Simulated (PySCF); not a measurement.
# Beryllium: a sound run and one with changed settings

Sound run: Be⁺ [He] 2s1, Be²⁺ 1s2. Calculation: PySCF 2.14, in pcseg-2; the non-relativistic Hamiltonian (point nucleus). The sound run starts from symmetry-adapted Hartree-Fock orbitals and uses a fine grid where one is needed.

Changed run: initial guess 1e, at most 5 SCF cycles. This setting is unsound on purpose.

```
species  method  sound run (hartree)  changed run (hartree)  converged
    Be⁺     UHF            -14.27536              -14.27536         no
    Be⁺    MN15            -14.33343              -14.33343        yes
    Be⁺     LDA            -14.11348              -14.11348        yes
   Be²⁺     UHF            -13.60953              -13.60953        yes
   Be²⁺    MN15            -13.67154              -13.67154        yes
   Be²⁺     LDA            -13.44371              -13.44371        yes
```

Ionisation energy of Be⁺:

```json
{"method": "MN15", "sound run (eV)": "18.011", "changed run (eV)": "18.011"}
{"method": "LDA", "sound run (eV)": "18.225", "changed run (eV)": "18.225"}
```

The SCF was stopped early; the energies are upper bounds that still move, and correlated levels were skipped or rest on poor orbitals.

For comparison, NIST gives 18.211 eV between the lowest levels.
